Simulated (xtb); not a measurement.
Input for xtb: GFN2-xTB on C2H7N (SMILES CNC), a point of a torsion scan.

```
$ xtb mol.xyz --gfn 2 --opt vtight --chrg 0 --uhf 0 --input xcontrol
10

C      1.18727410     0.21612295     0.11362101
N      0.01879315    -0.15480772    -0.62507409
C     -1.04543538    -0.71503379     0.14076239
H      1.81094750    -0.65938864     0.42725396
H      1.01570019     0.82369204     1.00743218
H      1.85297898     0.80056990    -0.57285274
H      0.23529203    -0.72025097    -1.46696267
H     -1.16201724    -1.80781139    -0.07276718
H     -1.99172809    -0.21112304    -0.18580683
H     -0.96787403    -0.57190906     1.23184786
$constrain
  force constant=1.0
  dihedral: 4,1,2,3,75.0
$end
```

Program output:

```
[...]
           -------------------------------------------------
          |                Calculation Setup                |
           -------------------------------------------------



           -------------------------------------------------
          |                 G F N 2 - x T B                 |
           -------------------------------------------------

        Reference                      10.1021/acs.jctc.8b01176
      * Hamiltonian:
        H0-scaling (s, p, d)           1.850000    2.230000    2.230000
        zeta-weighting                 0.500000
      * Dispersion:
        s8                             2.700000
        a1                             0.520000
        a2                             5.000000
        s9                             5.000000
      * Repulsion:
        kExp                           1.500000    1.000000
        rExp                           1.000000
      * Coulomb:
        alpha                          2.000000
        third order                    shell-resolved
        anisotropic                    true
        a3                             3.000000
        a5                             4.000000
        cn-shift                       1.200000
        cn-exp                         4.000000
        max-rad                        5.000000


          ...................................................
          :                      SETUP                      :
          :.................................................:
          :  # basis functions                  19          :
          :  # atomic orbitals                  19          :
          :  # shells                           13          :
          :  # electrons                        20          :
          :  max. iterations                   250          :
          :  Hamiltonian                  GFN2-xTB          :
          :  restarted?                      false          :
          :  GBSA solvation                  false          :
          :  PC potential                    false          :
          :  electronic temp.          300.0000000     K    :
          :  accuracy                    1.0000000          :
          :  -> integral cutoff          0.2500000E+02      :
          :  -> integral neglect         0.1000000E-07      :
          :  -> SCF convergence          0.1000000E-05 Eh   :
          :  -> wf. convergence          0.1000000E-03 e    :
          :  Broyden damping             0.4000000          :
          :  net charge                          0          :
          :  unpaired electrons                  0          :
          ...................................................

 iter      E             dE          RMSdq      gap      omega  full diag
   1    -10.8494482 -0.108494E+02  0.291E+00   10.35       0.0  T
   2    -10.8706551 -0.212070E-01  0.163E+00   10.47       1.0  T
   3    -10.8712741 -0.618978E-03  0.769E-01   10.42       1.0  T
   4    -10.8713569 -0.828278E-04  0.976E-02   10.31       1.0  T
   5    -10.8713621 -0.513136E-05  0.489E-02   10.31       1.0  T
   6    -10.8713624 -0.335880E-06  0.458E-03   10.32       6.9  T
   7    -10.8713624 -0.153744E-07  0.107E-03   10.32      29.6  T
   8    -10.8713624 -0.371416E-08  0.345E-04   10.32      91.7  T
   9    -10.8713624 -0.402061E-10  0.998E-05   10.32     316.8  T

   *** convergence criteria satisfied after 9 iterations ***

         #    Occupation            Energy/Eh            Energy/eV
      -------------------------------------------------------------
         1        2.0000           -0.6274697             -17.0743
       ...           ...                  ...                  ...
         4        2.0000           -0.5267114             -14.3325
         5        2.0000           -0.5053103             -13.7502
         6        2.0000           -0.5000318             -13.6066
         7        2.0000           -0.4701892             -12.7945
         8        2.0000           -0.4498430             -12.2409
         9        2.0000           -0.4470173             -12.1640
        10        2.0000           -0.3409516              -9.2778 (HOMO)
        11                          0.0383392               1.0433 (LUMO)
        12                          0.0982414               2.6733
        13                          0.1161973               3.1619
        14                          0.1458726               3.9694
        15                          0.1493706               4.0646
       ...                                ...                  ...
        19                          0.2844009               7.7389
      -------------------------------------------------------------
                  HL-Gap            0.3792908 Eh           10.3210 eV
             Fermi-level           -0.1513062 Eh           -4.1173 eV

 SCC (total)                   0 d,  0 h,  0 min,  0.007 sec
 SCC setup                      ...        0 min,  0.000 sec (  2.756%)
 Dispersion   
[...]
 0 d,  0 h,  0 min,  0.004 sec
 SCC setup                      ...        0 min,  0.000 sec (  2.732%)
 Dispersion                     ...        0 min,  0.000 sec (  1.380%)
 classical contributions        ...        0 min,  0.000 sec (  0.514%)
 integral evaluation            ...        0 min,  0.001 sec ( 18.508%)
 iterations                     ...        0 min,  0.001 sec ( 27.428%)
 molecular gradient             ...        0 min,  0.002 sec ( 41.979%)
 printout                       ...        0 min,  0.000 sec (  6.900%)

         :::::::::::::::::::::::::::::::::::::::::::::::::::::
         ::                     SUMMARY                     ::
         :::::::::::::::::::::::::::::::::::::::::::::::::::::
         :: total energy             -10.753425419183 Eh    ::
         :: gradient norm              0.000107113616 Eh/a0 ::
         :: HOMO-LUMO gap             11.047953424039 eV    ::
         ::.................................................::
         :: SCC energy               -10.893354799640 Eh    ::
         :: -> isotropic ES            0.008415117992 Eh    ::
         :: -> anisotropic ES          0.004296676264 Eh    ::
         :: -> anisotropic XC          0.010508463363 Eh    ::
         :: -> dispersion             -0.003496808105 Eh    ::
         :: repulsion energy           0.139916981456 Eh    ::
         :: add. restraining           0.000012399001 Eh    ::
         :: total charge               0.000000000000 e     ::
         :::::::::::::::::::::::::::::::::::::::::::::::::::::

           -------------------------------------------------
          |                Property Printout                |
           -------------------------------------------------

    * Orbital Energies and Occupations

         #    Occupation            Energy/Eh            Energy/eV
      -------------------------------------------------------------
         1        2.0000           -0.6284173             -17.1001
         2        2.0000           -0.6032236             -16.4146
         3        2.0000           -0.5641348             -15.3509
         4        2.0000           -0.5278815             -14.3644
         5        2.0000           -0.5033613             -13.6972
         6        2.0000           -0.5022453             -13.6668
         7        2.0000           -0.4692082             -12.7678
         8        2.0000           -0.4520427             -12.3007
         9        2.0000           -0.4473913             -12.1741
        10        2.0000           -0.3510778              -9.5533 (HOMO)
        11                          0.0549270               1.4946 (LUMO)
        12                          0.1205639               3.2807
        13                          0.1289241               3.5082
        14                          0.1514817               4.1220
        15                          0.1819287               4.9505
        16                          0.2047380               5.5712
        17                          0.2182030               5.9376
        18                          0.2577206               7.0129
        19                          0.2760187               7.5109
      -------------------------------------------------------------
                  HL-Gap            0.4060048 Eh           11.0480 eV
             Fermi-level           -0.1480754 Eh           -4.0293 eV

     #   Z          covCN         q      C6AA      α(0)
     1   6 C        3.692    -0.026    21.218     6.591
     2   7 N        2.675    -0.251    26.529     7.650
     3   6 C        3.692    -0.025    21.205     6.589
     4   1 H        0.923     0.009     2.907     2.666
     5   1 H        0.925     0.040     2.449     2.447
     6   1 H        0.924     0.037     2.490     2.468
     7   1 H        0.860     0.131     1.535     1.941
     8   1 H        0.923     0.009     2.901     2.664
     9   1 H        0.925     0.037     2.496     2.471
    10   1 H        0.924     0.039     2.466     2.456

 Mol. C6AA /au·bohr⁶  :        638.143882
 Mol. C8AA /au·bohr⁸  :      12454.893504
 Mol. α(0) /au        :         37.941561


Wiberg/Mayer (AO) data.
largest (>0.10) Wiberg bond orders for each atom

 ---------------------------------------------------------------------------
     #   Z sym  total        # sym  WBO       # sym  WBO       # sym  WBO
 ---------------------------------------------------------------------------
     1   6 C    3.988 --     2 N    1.027     5 H    0.984     6 H    0.983
                             4 H    0.978
     2   7 N    3.063 --     3 C    1.028     1 C    1.027     7 H    0.961
     3   6 C    3.988 --     2 N    1.028     9 H    0.985    10 H    0.983
                             8 H    0.976
     4   1 H    1.000 --     1 C    0.978
     5   1 H    0.998 --     1 C    0.984
     6   1 H    0.999 --     1 C    0.983
     7   1 H    0.983 --     2 N    0.961
     8   1 H    1.000 --     3 C    0.976
     9   1 H    0.999 --     3 C    0.985
    10   1 H    0.998 --     3 C    0.983
 ---------------------------------------------------------------------------

Topologies differ in total number of bonds
Writing topology from bond orders to xtbtopo.mol

molecular dipole:
                 x           y           z       tot (Debye)
 q only:        0.029      -0.097       0.015
   full:        0.143      -0.425       0.022       1.141
molecular quadrupole (traceless):
                xx          xy          yy          xz          yz          zz
 q only:        0.483       0.567      -0.806      -0.146       0.524       0.323
  q+dip:       -0.258       0.162      -0.484      -0.460       1.498       0.742
   full:        0.178       0.503      -0.900      -0.443       1.427       0.722

           -------------------------------------------------
          |                Geometry Summary                 |
           -------------------------------------------------

      molecular mass/u    :       45.0837603
   center of mass at/Å    :        0.0559815      -0.1978823      -0.1167114
  moments of inertia/u·Å² :        0.1437238E+02   0.5403524E+02   0.6103125E+02
rotational constants/cm⁻¹ :        0.1172918E+01   0.3119748E+00   0.2762131E+00

 * 9 selected distances

     #   Z          #   Z                                           value/Å
     1   6 C        2   7 N                                       1.4486769 (max)
     2   7 N        3   6 C                                       1.4474319
     1   6 C        4   1 H                                       1.1003699
     1   6 C        5   1 H                                       1.0884777
     1   6 C        6   1 H                                       1.0908291
     2   7 N        7   1 H                                       1.0152252 (min)
     3   6 C        8   1 H                                       1.1017571
     3   6 C        9   1 H                                       1.0887290
     3   6 C       10   1 H                                       1.0902812

 * 3 distinct bonds (by element types)

   Z      Z             #   av. dist./Å        max./Å        min./Å
   1 H    6 C           6     1.0934073     1.1017571     1.0884777
   1 H    7 N           1     1.0152252     1.0152252     1.0152252
   6 C    7 N           2     1.4480544     1.4486769     1.4474319


optimized geometry written to: xtbopt.xyz


           -------------------------------------------------
Note: The following floating-point exceptions are signalling: IEEE_UNDERFLOW_FLAG IEEE_DENORMAL
normal termination of xtb
          | TOTAL ENERGY              -10.753425419183 Eh   |
          | GRADIENT NORM               0.000107113616 Eh/α |
          | HOMO-LUMO GAP              11.047953424039 eV   |
           -------------------------------------------------

------------------------------------------------------------------------
------------------------------------------------------------------------
 total:
 SCF:
 ANC optimizer:
```

The run finished.

Warnings raised: the energy holds the restraint's term.

Cost: around 0.20 core-seconds (rough).
